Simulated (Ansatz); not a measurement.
Cartesian coordinates in Å:
```
Cl -1.925 0.297 0.620
Si -0.025 -0.020 -0.005
Cl 0.063 -1.793 -0.980
Br 0.574 1.589 -1.363
Br 1.314 -0.073 1.727
```

Charge 0, multiplicity 1.

List the B3LYP/def2-TZVPP orbital energies in eV (Ansatz 0.2.0). (Estimate.)

Computed: Occupied: -13139.82, -13139.82, -2763.22, -2763.22, -1802.82, -1701.47, -1701.47, -1533.18, -1533.18, -1533.11, -1533.11, -1533.11, -1533.11, -257.98, -257.98, -237.26, -237.26, -197.01, -197.01, -196.86, -196.86, -196.86, -196.86, -178.13, -178.13, -177.93, -177.93, -177.93, -177.93, -146.99, -102.33, -102.32, -102.32, -72.42, -72.42, -72.36, -72.36, -72.36, -72.36, -72.19, -72.19, -72.19, -72.19, -23.99, -23.11, -22.09, -21.73, -14.89, -12.15, -11.88, -11.70, -10.12, -10.04, -9.69, -9.65, -9.33, -8.85, -8.67, -8.53. Lowest empty: -1.46, 0.07, 0.15, 0.17, 2.63, 3.31, 3.60, 3.83.

B3LYP here is the variant with VWN-RPA as its local correlation; programs differ in this.
